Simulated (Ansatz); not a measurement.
Ga₂N₂⁻. Total charge -1; doublet. Geometry PBE-D4/def2-SVP, that of the neutral singlet; atoms count from 1.

```tsv
atom	x (Å)	y (Å)	z (Å)
Ga1	1.8873	-0.4224	-0.3898
Ga2	-0.6002	-0.8154	1.3554
N3	-0.0814	0.4947	-0.5986
N4	-1.2056	0.7431	-0.3671
```

The highest occupied level of the charge -1 doublet lies above zero (up to 0.59 eV). By energy differences its removal costs 0.95 eV (vertical, to the charge 0 singlet, at PBE0-D4/def2-TZVPD); a positive level beside a positive removal energy at the same level points to self-interaction error. The structure comes from a short search, and lower isomers may exist.

Q: Estimate the Mulliken populations from the PBE0/def2-TZVPD orbitals of Ansatz.

A: 
| atom | charge (e) | spin (α − β) |
| --- | --- | --- |
| Ga1 | -0.48 | 0.62 |
| Ga2 | -0.23 | 0.25 |
| N3 | 0.15 | -0.07 |
| N4 | -0.44 | 0.20 |
Mulliken values and Mayer orders depend strongly on the basis. With diffuse functions, as here, like atoms can get unlike values, and bond orders can come out too low or too high.

Q: Where does the spin sit?

A: Summed by element: Ga 0.87, N 0.13, of 1 unpaired in all. Largest on single atoms: Ga1 0.62, Ga2 0.25, N4 0.20.

Q: And the Mayer bond orders between bonded heavy atoms (over 0.3)?

A: Ga1–N3 0.47 (2.18 Å); N3–N4 1.42 (1.17 Å). Values over 0.3 also appear between atoms too far apart for a bond (Ga1–Ga2 0.80 at 3.06 Å; Ga2–N3 0.44 at 2.41 Å; Ga2–N4 0.42 at 2.40 Å); they arise where an orbital or an unpaired electron spreads over both atoms.
